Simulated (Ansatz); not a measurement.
CH6GeTeZn (`[CH3][Zn][Te][GeH3]`), 10 atoms. Charge 0, multiplicity 1. For Zn the d shell is correlated and the shells below it are frozen. Correlated methods include outer-core shells of Ge, Te, which these sets cover unevenly. Scalar relativity is left out up to krypton. Te takes the def2 core potential. All runs use 4 threads of a server CPU on a shared host. Correlated methods freeze the cores.

Task: Give the basis size and wall time and peak host memory of each of these runs in Ansatz. RHF-CCSD(T) with 3s3p of Cu, Zn/def2-SVP energy; RKS PBE0-D4/def2-TZVP relaxation (11 steps); RKS PBE0-D4/def2-SVP energy; RKS PBE0-D4/def2-QZVPP energy; RKS B3LYP-D4/def2-TZVPP energy and forces; RKS PBE-D4/def2-TZVPP energy and forces; RKS ωB97M-V/def2-QZVPP energy; RKS r2SCANh-D4/def2-TZVPP energy; RKS PBE0-D4/def2-TZVPP energy; RKS ωB97M-V/def2-SVP energy; direct RPA on PBE orbitals with 3s3p of Cu, Zn/def2-TZVPP energy; RHF-MP2 with 3s3p of Cu, Zn/def2-QZVPP energy. (Estimate.)

Result: The calculation gave: Other jobs shared the machine, so times are rough.

```
                                                    level                    job  functions  wall time  peak host memory (GiB)
                                     RKS PBE0-D4/def2-SVP                 energy        133      2.7 s                    0.37
                                    RKS PBE-D4/def2-TZVPP      energy and forces        277      4.5 s                    0.43
                                   RKS PBE0-D4/def2-TZVPP                 energy        277        7 s                     1.2
direct RPA on PBE orbitals with 3s3p of Cu, Zn/def2-TZVPP                 energy        277       11 s                    0.81
                                  RKS B3LYP-D4/def2-TZVPP      energy and forces        277       11 s                     1.2
                                RKS r2SCANh-D4/def2-TZVPP                 energy        277       11 s                     1.2
                                     RKS ωB97M-V/def2-SVP                 energy        133       12 s                    0.55
                                   RKS PBE0-D4/def2-QZVPP                 energy        508       20 s                     2.7
                 RHF-CCSD(T) with 3s3p of Cu, Zn/def2-SVP                 energy        133       27 s                     0.9
                   RHF-MP2 with 3s3p of Cu, Zn/def2-QZVPP                 energy        508       43 s                     3.4
                                   RKS ωB97M-V/def2-QZVPP                 energy        508       43 s                     2.7
                                    RKS PBE0-D4/def2-TZVP  relaxation (11 steps)        213       81 s                    0.82
```

B3LYP here is the variant with VWN-RPA as its local correlation; programs differ in this.
